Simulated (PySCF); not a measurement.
Correlation energy of Cl+ (chlorine, charge +1)

[Ne] 3s2 3p4, high-spin 3P determinant. Calculation: PySCF 2.14, in cc-pV(D+d)Z; the non-relativistic Hamiltonian (point nucleus). Frozen: [Ne]; 6 electrons correlated.

MP2 pair energies summed by pair of shells (mhartree):

| pair | energy | share (%) |
| --- | --- | --- |
| 3p-3p | -44.06 | 48.8 |
| 3s-3p | -38.88 | 43.1 |
| 3s-3s | -7.29 | 8.1 |

Total MP2 correlation energy: -90.23 mhartree.

Same-spin part -22.27 and opposite-spin part -67.96 mhartree; SCS-MP2 scales them by 1/3 and 6/5 to -88.97 mhartree.

```tsv
level	correlation energy (mhartree)
CCSD	-111.54
(T)	-1.33
CCSD(T)	-112.87
```

Diagnostics: T1 = 0.0070, D1 = 0.0236, largest double amplitude 0.053.

Cost of the coupled-cluster step: 0.22 s of wall time on 1 thread of Neoverse-N1 (shared host), for 6 correlated electrons.
